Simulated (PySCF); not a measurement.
Constitutional and geometric isomers with formula CH6OSi2. All species are isolated molecules in the gas phase. One relaxed conformer stands for each flexible species; it need not be the lowest. Strings in code marks are SMILES.

Method: PBE-D3(BJ)/def2-TZVP // B3LYP-D3(BJ)/def2-TZVP in PySCF. All candidates: neutral, multiplicity 1. Delta-SCF ions had no search for a lower state. 

| Quantity | Value |
|---|---|
| HOMO–LUMO gap | 3.86 eV |
| vertical ionisation energy (Delta-SCF) | 8.31 eV |
| HOMO | -5.45 eV |

### Question
Name which member has these values.
A) `O/[SiH]=C/[SiH3]` (H–O–Si–C torsion 180°)
B) `[SiH2]=CO[SiH3]` (Si–C–O–Si torsion 0°)
C) `O=C([SiH3])[SiH3]`
D) `[SiH3][C@@H]1O[SiH2]1`

### Answer
A, `O/[SiH]=C/[SiH3]` (H–O–Si–C torsion 180°). The others give `[SiH3][C@@H]1O[SiH2]1`: 4.90 eV, 9.56 eV, -6.46 eV; `[SiH2]=CO[SiH3]` (Si–C–O–Si torsion 0°): 3.19 eV, 7.91 eV, -5.00 eV; `O=C([SiH3])[SiH3]`: 2.16 eV, 8.42 eV, -5.25 eV
